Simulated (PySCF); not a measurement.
Stretching CaAl

Set-up: PySCF, no relativity, basis sets Ca pcseg-1, Al pcseg-1. Energies in eV from Ca + Al in their ground configurations at the same level. State: ²Π (doublet), unpaired electrons π ↑.

All columns are PBE0. A positive dipole means Ca(−)Al(+).

```tsv
R (Å)	E (eV)	μ (D)	Mulliken charge on Ca (basis-dependent)	HOMO (eV)	LUMO (eV)	Mayer bond order	⟨S²⟩
2.716	-0.349	-2.60	0.09	-4.13	-2.55	1.34	1.13
2.842	-0.530	-2.80	0.10	-4.08	-2.45	1.28	1.11
2.969	-0.628	-2.96	0.12	-3.96	-2.35	1.21	1.08
3.063	-0.662	-3.07	0.13	-3.89	-2.29	1.16	1.06
3.158	-0.671	-3.15	0.14	-3.82	-2.24	1.11	1.04
3.253	-0.661	-3.22	0.15	-3.77	-2.19	1.05	1.02
3.379	-0.627	-3.27	0.16	-3.71	-2.13	0.97	0.99
3.537	-0.565	-3.28	0.17	-3.66	-2.15	0.87	0.94
3.726	-0.480	-3.21	0.17	-3.63	-2.20	0.74	0.89
3.979	-0.369	-2.99	0.16	-3.62	-2.22	0.57	0.82
```

A fit through these points gives, at Re = 3.149 Å, μ = -3.15 D and dμ/dR = -0.817 D/Å; the reduced mass is 16.11 u.

Q: How strong is the fundamental in the double-harmonic approximation, I = 42.26·(dμ/dR)²/μred km/mol?

A: I = 42.26·(-0.817)²/16.11 = 1.75 km/mol at PBE0.

⟨S²⟩ is raised (CaAl 1.05), so spin contamination touches these numbers. The state was picked by a PBE0 search and need not be the measured ground state.
